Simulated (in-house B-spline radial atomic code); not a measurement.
# Lu II (Lu+): [Xe] 4f14 6s1 (7d5/2)1 (an excited or competing configuration)

Computed with an all-electron radial atomic-structure program (B-spline basis): Dirac-Hartree-Fock, average of the jj configuration, Fermi nucleus of rms radius 5.37 fm.

Z_r = [3n² - l(l+1)]/(2<r>); Z_e = n√(-2ε); the last column is Slater's effective charge. Values are occupation-weighted means over j. An effective charge above Z reflects the relativistic contraction of the inner shells.

```csv
shell,electrons,ε (eV),<r> (bohr),Z_r,Z_e,Slater
1s,2,-63724,0.01932,77.64,68.44,70.70
2s,2,-10990,0.08118,73.91,56.84,66.85
2p,6,-9718.9,0.07253,68.93,53.45,66.85
3s,2,-2559.3,0.2116,63.80,41.15,59.75
3p,6,-2166.3,0.2111,59.21,37.85,59.75
3d,10,-1667.2,0.1925,54.55,33.21,49.85
4s,2,-550.48,0.4786,50.15,25.44,43.25
4p,6,-418.06,0.5072,45.35,22.17,43.25
4d,10,-236.38,0.5496,38.21,16.67,31.85
5s,2,-88.063,1.189,31.55,12.72,13.35
5p,6,-53.601,1.389,26.28,9.92,13.35
4f,14,-36.889,0.6993,25.74,6.59,20.45
6s,1,-17.543,3.206,16.84,6.81,4.20
7d,1,-2.7374,13.56,5.20,3.14,2.00
```

The least bound orbital is 7d5/2 at -2.737 eV, and it is also the most diffuse (<r> = 13.56 bohr).

For the 1s electron the small component carries 7.11 % of the norm, the zero-frequency Breit interaction raises the level by 212.1 eV, self-energy by 130.8 eV, and vacuum polarisation lowers it by 23.65 eV.
